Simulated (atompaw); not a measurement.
# u(r) = r·R(r): atom against pseudo-atom (He)

Columns: radius, all-electron u(r) and pseudo u(r) of the 1s shell (level -15.50 eV) of helium in the configuration 1s2; PBEsol, scalar-relativistic, PAW (atompaw) scheme, atompaw 4.2.0.5.

```csv
r (bohr),all-electron,pseudo
0.031,0.1386,0.0869
0.062,0.2605,0.1729
0.092,0.3642,0.2543
0.123,0.4580,0.3356
0.154,0.5395,0.4134
0.185,0.6101,0.4868
0.215,0.6690,0.5530
0.246,0.7211,0.6160
0.277,0.7653,0.6731
0.308,0.8024,0.7239
0.338,0.8323,0.7670
0.369,0.8576,0.8053
0.400,0.8778,0.8373
0.431,0.8935,0.8633
0.462,0.9051,0.8836
0.492,0.9130,0.8981
0.523,0.9181,0.9084
0.554,0.9203,0.9145
0.585,0.9200,0.9168
0.615,0.9176,0.9160
0.646,0.9132,0.9125
0.677,0.9071,0.9069
0.708,0.8995,0.8994
0.738,0.8909,0.8909
0.769,0.8808,0.8808
0.800,0.8697,0.8697
```

How many radial nodes do the two functions have?

The all-electron 1s function has n − l − 1 = 0; the pseudo-wave has 0.

Is the pseudo-wave norm-conserving?

No, it belongs to a PAW set: the norm inside the radius is not constrained, and the difference is carried by the augmentation charge.
